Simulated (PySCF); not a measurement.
trans-PdH(PF3)2I, `[H][Pd]([I])(<-[P](F)(F)F)<-[P](F)(F)F` (singlet state). Computed with PBE0-D3(BJ)/def2-SVP geometry optimisation, gas phase, def2 core potentials past Kr (PySCF 2.14.0).

```
atom  x, y, z in Å
Pd1    0.0267   -0.0092    0.0009
H2     1.5692    0.0330    0.2083
P3     0.0304    2.2111    0.1627
F4    -0.4309    3.0322   -1.0929
F5     1.3831    2.9618    0.4605
F6    -0.8580    2.8750    1.2733
I7    -2.6035   -0.0621   -0.3546
P8     0.2024   -2.2236   -0.1269
F9    -0.5737   -3.0778    0.9372
F10    1.6198   -2.8988    0.0117
F11   -0.2674   -2.9270   -1.4493
```

**Question.** Give the dihedral angles H2–Pd1–P8–F9, I7–Pd1–P3–F4, I7–Pd1–P8–F11.

**Answer.** H2–Pd1–P8–F9 119° (anticlinal); I7–Pd1–P3–F4 -63° (synclinal); I7–Pd1–P8–F11 60° (synclinal). Dihedral signs follow IUPAC: positive where, seen along the central bond, the front bond turns clockwise onto the rear one.

**Question.** How far apart are these pairs, which share no bond: Pd1···F6, F4···F11, F5···F6, F6···F9, F6···F10, I7···F10, F9···F11?

**Answer.** Pd1···F6 3.274 Å (2 bonds apart); F4···F11 5.972 Å (4 bonds apart); F5···F6 2.386 Å (2 bonds apart); F6···F9 5.969 Å (4 bonds apart); F6···F10 6.408 Å (4 bonds apart); I7···F10 5.101 Å (3 bonds apart); F9···F11 2.411 Å (2 bonds apart).

**Question.** How far are the heavy atoms from their best plane (unweighted least squares)?

**Answer.** 0.762 Å rms; Pd1 0.01, P3 0.00, F4 1.24, F5 0.06, F6 1.17, I7 0.00, P8 0.00, F9 1.21, F10 0.01, F11 1.20 Å (magnitudes).

**Question.** What are the angles I7–Pd1–P8, F4–P3–F6, F5–P3–F6, Pd1–P8–F11, Pd1–P8–F10?

**Answer.** From the scalar product of the two bond vectors; for I7–Pd1–P8 it is -0.2996 Å² over 2.6546 × 2.2250 Å², cos θ = -0.0507. I7–Pd1–P8 92.9°; F4–P3–F6 100.3°; F5–P3–F6 98.7°; Pd1–P8–F11 118.1°; Pd1–P8–F10 119.5°.

**Question.** What is the repulsion energy of the bare nuclei, Σ ZA·ZB/RAB?

**Answer.** 2400.43 Eh over 55 pairs, with full nuclear charges and distances in bohr; the largest single term is 485.99 Eh (Pd1 with I7).

**Question.** Where is the centre of mass (commonest isotopes), and what is the radius of gyration?

**Answer.** Mass 409.754 u; centre at (-0.737, -0.024, -0.100) Å; Rg = √(Σ m r²/M) = 2.309 Å. As Ia + Ib + Ic = 2 Σ m r², the three principal moments sum to 4370.9 u·Å².

**Question.** Write the matrix of distances between heavy atoms (Å, lower triangle).

**Answer.** 
```
Pd1   0.000
P3    2.226  0.000
F4    3.264  1.570  0.000
F5    3.298  1.575  2.389  0.000
F6    3.274  1.570  2.410  2.386  0.000
I7    2.655  3.517  3.852  5.070  3.785  0.000
P8    2.225  4.447  5.381  5.350  5.393  3.549  0.000
F9    3.264  5.379  6.440  6.367  5.969  3.858  1.570  0.000
F10   3.300  5.354  6.372  5.883  6.408  5.101  1.576  2.387  0.000
F11   3.272  5.393  5.972  6.407  6.436  3.855  1.570  2.411  2.387  0.000
```

Not checked by PBE0-D3(BJ)/def2-SVP frequencies.
